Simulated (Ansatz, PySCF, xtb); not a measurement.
Donor–acceptor adduct: BH3 (SMILES B) (first 4 atoms) with C2H6O (SMILES COC); geometry from B3LYP-D3(BJ)/def2-TZVP, rigid monomers moved along the line of their centres of mass till B1···O6 is 2.31 Å.
(charge 0, multiplicity 1):
```xyz
13

B      0.149     0.227     1.095
H      1.281     0.513     0.806
H     -0.686     1.020     0.750
H     -0.144    -0.931     0.901
C     -1.198     0.118     3.983
O      0.104     0.305     3.404
C      1.119    -0.482     4.049
H     -1.144     0.349     5.047
H     -1.526    -0.912     3.827
H     -1.865     0.803     3.473
H      1.130    -0.238     5.111
H      2.061    -0.215     3.582
H      0.914    -1.544     3.897
```

Counterpoise-corrected where a basis set is named; no monomer relaxation. Rows marked so take none.

Frozen-core correlation. Rows in 6-311+G**, 6-31G* carry no dispersion term and start afresh at each structure (6-31G* with six Cartesian d functions). MP2/6-31G* freezes PySCF's default core.

The values were computed with Ansatz (an electronic-structure program) with Gaussian orbitals; PySCF for 6-311+G** rows, 6-31G* rows, the dispersion terms; xtb for the GFN methods. Values without a source in brackets are computed.

| level | interaction energy (meV) |
|---|---|
| GFN1-xTB | -453.5 |
| GFN2-xTB | -424.1 |
| HF/6-31G* (no counterpoise) | -582.2 |
| PBE-D3(BJ)/def2-TZVPPD | -761.7 |
| BP86/6-31G* (no counterpoise) | -758.5 |
| B3LYP/6-311+G** (no counterpoise) | -641.5 |
| M06-2X/6-31G* (no counterpoise) | ? |
| MP2/6-31G* | -651.2 |
| CCSD(T)/aug-cc-pVDZ | -663.4 |

### Question
Some entries are withheld; supply them.

### Answer

- M06-2X/6-31G* (no counterpoise), interaction energy (meV): -806.1
